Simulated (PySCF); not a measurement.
```xyz
4
charge 0 multiplicity 4, angstrom
W     0.0000    0.0000    0.0000
F     1.8657    0.0000    0.0000
F    -0.9329    1.6158    0.0000
F    -0.9329   -1.6158    0.0000
```

Method: UPBE0/[W def2-TZVP with ECP60, F def2-TZVP], scalar-relativistic core potentials, density fitting, no spin–orbit coupling, PySCF.

This geometry of WF3 is a stationary point at this level.

Question: What is the point group?

Answer: D3h.

Question: Is it a minimum?

Answer: Yes: all harmonic wavenumbers are real.

Question: What are the dipole moment and the gap between the highest occupied and lowest empty levels of either spin?

Answer: 0.00 D and 3.87 eV.

Question: Give the ideal-gas entropy at 298.15 K and 1 bar by parts.

Answer: translation 177.3, rotation 93.8, vibration 36.5, spin 11.5; total 319.1 J/(mol K).

Other isomers or separated fragments may lie lower. Open d and f shells are described by one determinant, and the ground state may have another occupation or spin. With an element this heavy the missing spin–orbit coupling can shift these numbers.
